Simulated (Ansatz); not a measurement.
Reaction (ligand exchange at a B–C bond): `CB(F)C(N)F` + CH₃OH → `COB(C)F` + `NCF`

Isolated molecules relaxed with PBE0-D4/def2-TZVP in Ansatz; ΔE leaves out vibrations. CBS: MP2 limit from def2 TZ/QZ plus the TZ coupled-cluster correction, frozen cores. This one scheme is used for every species. DFT in def2-TZVPP. B3LYP here is the variant with VWN-RPA as its local correlation; programs differ in this. Each species was taken in one conformer, which may not be the lowest.

(1) Is it downhill or uphill in electronic energy at CCSD(T)/CBS, and by how much? (Best estimate.)

(2) What do these levels give: B3LYP-D4, ωB97M-V, r2SCAN, PBE0, HF/def2-TZVPP, MP2/CBS(def2)? (Best estimate.)

Largest T1 diagnostic among the species: 0.012.

Results:

(1) Computed: Downhill: ΔE = -158.6 kJ/mol.

(2) Computed: B3LYP-D4 -160.0, ωB97M-V -157.3, r2SCAN -160.0, PBE0 -156.5, HF/def2-TZVPP -169.9, MP2/CBS(def2) -161.1 kJ/mol.

In def2-TZVPP, CCSD(T) changes the Hartree–Fock value by +9.4 kJ/mol (the triples alone add +0.5 kJ/mol) and MP2 by +7.0 kJ/mol.
